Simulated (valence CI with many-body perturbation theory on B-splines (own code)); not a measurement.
## E1 line list for Hg65+

Method: relativistic CI+MBPT: five valence electrons over a frozen Dirac-Fock core [Ne], a basis of 9 s, 9 p, 8 d, 6 f, 3 g, 1 h functions for each j, with the one-electron correlation potential Σ1 (screened to all orders), the two-electron term Σ2, the three-electron term Σ3, Breit, model QED; selected single and double excitations, second order for the rest (own B-spline code, finite nucleus).

No measured spectrum was set against this ion. As an estimate, large intervals hold to a few tenths of a per cent, small ones and those within an open d or f shell to about a per cent. Among the levels kept, up to 630 cm⁻¹ of a level comes from second order outside the variational space, and about a tenth of that is noise between levels of different J, which matters for small intervals.

Lines 51 to 100 of 225 in falling wavelength, among levels below 9676.6 × 10³ cm⁻¹, chosen from the strongest by gf and those to the six lowest levels. Wavelengths and rates use the calculated energies. Electric multipoles are in the length gauge, E1 and E2 with the static RPA response of the core. Weak lines are less certain than strong ones. Lines between different terms over intervals too small for the method are left out, as are lines whose strength nearly cancels. The highest levels of a list are the least certain.

Levels are named by their leading jj configuration (3d3/2^4 stands for four electrons in 3d with j = 3/2), which in mixed levels can hold well under half, so a name can repeat and another be missing. Letters in brackets count levels of one name in rising energy.

| λ vac (nm) | Upper | Lower | A (s⁻¹) | log gf | Branch % |
| --- | --- | --- | --- | --- | --- |
| 5.538 | (3s 3p1/2^2 3p3/2 3d5/2) J=7/2 [a] | (3s^2 3p1/2 3p3/2 3d5/2) J=7/2 [a] | 5.28e+09 | -1.71 | 1.0 |
| 5.531 | (3s^2 3p1/2 3d3/2^2) J=5/2 | (3s^2 3p1/2 3p3/2 3d3/2) J=5/2 [b] | 1.32e+10 | -1.44 | 0.3 |
| 5.527 | (3s 3p1/2^2 3p3/2 3d3/2) J=3/2 [b] | (3s^2 3p1/2 3p3/2 3d3/2) J=3/2 [a] | 1.18e+10 | -1.67 | 1.0 |
| 5.515 | (3s^2 3p1/2 3p3/2 3d3/2) J=1/2 [a] | (3s^2 3p1/2 3p3/2^2) J=1/2 | 5.21e+09 | -2.32 | 36.6 |
| 5.512 | (3s 3p1/2^2 3p3/2 3d3/2) J=3/2 [b] | (3s^2 3p1/2 3p3/2 3d3/2) J=1/2 [a] | 1.21e+10 | -1.66 | 1.0 |
| 5.500 | (3s^2 3p1/2 3p3/2 3d3/2) J=3/2 [a] | (3s^2 3p1/2 3p3/2^2) J=1/2 | 3.37e+09 | -2.21 | 0.6 |
| 5.499 | (3s^2 3p1/2 3d3/2 3d5/2) J=5/2 [a] | (3s^2 3p1/2 3p3/2 3d5/2) J=3/2 [b] | 3.77e+09 | -1.99 | 0.5 |
| 5.483 | (3s 3p1/2^2 3p3/2 3d3/2) J=5/2 [b] | (3s^2 3p1/2 3p3/2 3d3/2) J=7/2 | 5.96e+10 | -0.79 | 3.1 |
| 5.436 | (3s 3p1/2^2 3p3/2 3d5/2) J=7/2 [b] | (3s^2 3p1/2 3p3/2 3d5/2) J=9/2 | 4.88e+10 | -0.76 | 2.2 |
| 5.428 | (3s^2 3p1/2 3d3/2 3d5/2) J=3/2 | (3s^2 3p1/2 3p3/2 3d5/2) J=1/2 | 6.06e+09 | -1.97 | 0.9 |
| 5.418 | (3s 3p1/2^2 3p3/2 3d3/2) J=3/2 [b] | (3s^2 3p1/2 3p3/2 3d3/2) J=5/2 [a] | 3.19e+10 | -1.25 | 2.7 |
| 5.400 | (3s 3p1/2^2 3p3/2^2) J=3/2 | (3s^2 3p1/2 3p3/2^2) J=3/2 | 2.07e+10 | -1.44 | 1.4 |
| 5.378 | (3s^2 3p1/2 3d3/2 3d5/2) J=7/2 [a] | (3s^2 3p1/2 3p3/2 3d5/2) J=7/2 [b] | 7.82e+09 | -1.57 | 1.4 |
| 5.322 | (3s^2 3p1/2 3d3/2 3d5/2) J=7/2 [a] | (3s^2 3p1/2 3p3/2 3d5/2) J=5/2 [b] | 3.41e+09 | -1.94 | 0.6 |
| 5.321 | (3s 3p1/2^2 3p3/2^2) J=1/2 | (3s^2 3p1/2 3p3/2^2) J=3/2 | 4.36e+08 | -3.43 | 0.0 |
| 5.274 | (3s 3p1/2^2 3p3/2 3d3/2) J=5/2 [b] | (3s^2 3p1/2 3p3/2 3d3/2) J=3/2 [a] | 7.13e+09 | -1.75 | 0.4 |
| 5.274 | (3s^2 3p1/2 3d3/2 3d5/2) J=5/2 [a] | (3s^2 3p1/2 3p3/2 3d5/2) J=7/2 [b] | 8.60e+09 | -1.67 | 1.1 |
| 5.210 | (3s^2 3p1/2 3p3/2 3d3/2) J=5/2 [a] | (3s^2 3p1/2 3p3/2^2) J=5/2 | 8.85e+09 | -1.67 | 76.9 |
| 5.151 | (3s 3p1/2^2 3p3/2 3d3/2) J=1/2 [b] | (3s^2 3p1/2 3p3/2 3d3/2) J=3/2 [a] | 6.62e+10 | -1.28 | 2.6 |
| 5.137 | (3s 3p1/2^2 3p3/2 3d3/2) J=1/2 [b] | (3s^2 3p1/2 3p3/2 3d3/2) J=1/2 [a] | 1.10e+10 | -2.06 | 0.4 |
| 5.129 | (3s 3p1/2^2 3p3/2 3d5/2) J=3/2 [b] | (3s^2 3p1/2 3p3/2 3d5/2) J=5/2 [a] | 1.63e+10 | -1.59 | 0.8 |
| 5.119 | (3s 3p1/2^2 3p3/2 3d5/2) J=7/2 [b] | (3s^2 3p1/2 3p3/2 3d5/2) J=7/2 [a] | 2.35e+10 | -1.13 | 1.1 |
| 5.112 | (3s^2 3p1/2 3p3/2 3d3/2) J=3/2 [a] | (3s^2 3p1/2 3p3/2^2) J=5/2 | 2.54e+10 | -1.40 | 4.5 |
| 5.103 | (3s 3p1/2^2 3p3/2 3d5/2) J=5/2 [b] | (3s^2 3p1/2 3p3/2 3d5/2) J=3/2 [a] | 1.01e+10 | -1.63 | 0.6 |
| 5.072 | (3s^2 3p1/2 3d3/2 3d5/2) J=3/2 | (3s^2 3p1/2 3p3/2 3d5/2) J=5/2 [b] | 5.31e+09 | -2.09 | 0.8 |
| 5.041 | (3s^2 3p1/2 3d3/2 3d5/2) J=9/2 | (3s^2 3p1/2 3p3/2 3d5/2) J=7/2 [b] | 4.21e+09 | -1.79 | 1.0 |
| 5.028 | (3s 3p1/2^2 3p3/2 3d3/2) J=3/2 [b] | (3s 3p1/2^2 3p3/2^2) J=1/2 | 7.08e+09 | -1.97 | 0.6 |
| 4.992 | (3s^2 3p1/2 3p3/2^2) J=3/2 | (3s^2 3p1/2^2 3d3/2) J=3/2 | 6.60e+04 | -7.01 | 0.0 |
| 4.965 | (3s 3p1/2^2 3p3/2 3d3/2) J=5/2 [a] | (3s 3p1/2^2 3p3/2^2) J=5/2 | 7.29e+09 | -1.79 | 12.7 |
| 4.960 | (3s 3p1/2^2 3p3/2 3d3/2) J=3/2 [b] | (3s 3p1/2^2 3p3/2^2) J=3/2 | 1.71e+10 | -1.60 | 1.4 |
| 4.944 | (3s^2 3p1/2 3p3/2 3d3/2) J=5/2 [a] | (3s^2 3p1/2 3p3/2^2) J=3/2 | 8.25e+07 | -3.74 | 0.7 |
| 4.931 | (3s^2 3p1/2 3p3/2 3d3/2) J=7/2 | (3s^2 3p1/2 3p3/2^2) J=5/2 | 2.07e+09 | -2.22 | 99.0 |
| 4.921 | (3s 3p1/2^2 3p3/2 3d3/2) J=3/2 [a] | (3s 3p1/2^2 3p3/2^2) J=5/2 | 2.09e+10 | -1.52 | 13.1 |
| 4.889 | (3s^2 3p1/2 3d3/2 3d5/2) J=7/2 [a] | (3s^2 3p1/2 3p3/2 3d5/2) J=5/2 [a] | 4.60e+09 | -1.88 | 0.8 |
| 4.881 | (3s^2 3p1/2^2 3d3/2) J=3/2 | (3s^2 3p1/2^2 3p3/2) J=3/2 | 1.56e+10 | -1.65 | 100.0 |
| 4.869 | (3s^2 3p1/2 3p3/2 3d3/2) J=1/2 [a] | (3s^2 3p1/2 3p3/2^2) J=3/2 | 6.52e+09 | -2.33 | 45.8 |
| 4.857 | (3s^2 3p1/2 3p3/2 3d3/2) J=3/2 [a] | (3s^2 3p1/2 3p3/2^2) J=3/2 | 7.44e+08 | -2.98 | 0.1 |
| 4.815 | (3s^2 3p1/2 3d3/2^2) J=5/2 | (3s^2 3p1/2 3p3/2 3d3/2) J=7/2 | 3.22e+09 | -2.17 | 0.1 |
| 4.814 | (3s 3p1/2^2 3p3/2 3d5/2) J=5/2 [b] | (3s^2 3p1/2 3p3/2 3d5/2) J=7/2 [a] | 2.00e+09 | -2.38 | 0.1 |
| 4.808 | (3s^2 3p1/2 3d3/2 3d5/2) J=7/2 [a] | (3s^2 3p1/2 3p3/2 3d5/2) J=9/2 | 1.73e+09 | -2.32 | 0.3 |
| 4.794 | (3s^2 3p1/2 3d3/2^2) J=1/2 | (3s^2 3p1/2 3p3/2 3d3/2) J=1/2 [b] | 2.09e+10 | -1.84 | 0.3 |
| 4.748 | (3s^2 3p1/2 3p3/2^2) J=5/2 | (3s^2 3p1/2^2 3d3/2) J=3/2 | 3.48e+08 | -3.15 | 58.3 |
| 4.734 | (3s 3p1/2^2 3p3/2 3d3/2) J=7/2 | (3s 3p1/2^2 3p3/2^2) J=5/2 | 5.99e+09 | -1.79 | 9.4 |
| 4.678 | (3s^2 3p1/2 3d3/2 3d5/2) J=3/2 | (3s^2 3p1/2 3p3/2 3d5/2) J=5/2 [a] | 4.15e+09 | -2.26 | 0.6 |
| 4.654 | (3s^2 3p1/2 3d3/2^2) J=5/2 | (3s^2 3p1/2 3p3/2 3d3/2) J=3/2 [a] | 2.88e+09 | -2.25 | 0.1 |
| 4.576 | (3s^2 3p1/2 3d3/2^2) J=5/2 | (3s^2 3p1/2 3p3/2 3d3/2) J=5/2 [a] | 9.99e+09 | -1.73 | 0.2 |
| 4.563 | (3s^2 3p1/2 3d3/2 3d5/2) J=1/2 | (3s^2 3p1/2 3p3/2 3d5/2) J=3/2 [a] | 9.72e+09 | -2.22 | 1.6 |
| 4.559 | (3s^2 3p1/2 3d3/2 3d5/2) J=7/2 [a] | (3s^2 3p1/2 3p3/2 3d5/2) J=7/2 [a] | 3.50e+09 | -2.06 | 0.6 |
| 4.550 | (3s 3p1/2^2 3p3/2 3d5/2) J=5/2 [a] | (3s^2 3p1/2 3p3/2 3d3/2) J=3/2 [b] | 2.16e+09 | -2.39 | 0.3 |
| 4.541 | (3s^2 3p1/2 3d3/2 3d5/2) J=5/2 [b] | (3s^2 3p1/2 3p3/2 3d5/2) J=3/2 [b] | 5.44e+09 | -2.00 | 0.1 |

(1) How does gf follow from A for the line at 4.563 nm?

Results:

(1) gf = 1.4992 × (2J+1)_upper × A / σ², with σ = 2191564 cm⁻¹ and 2J+1 = 2: gf = 0.00607.
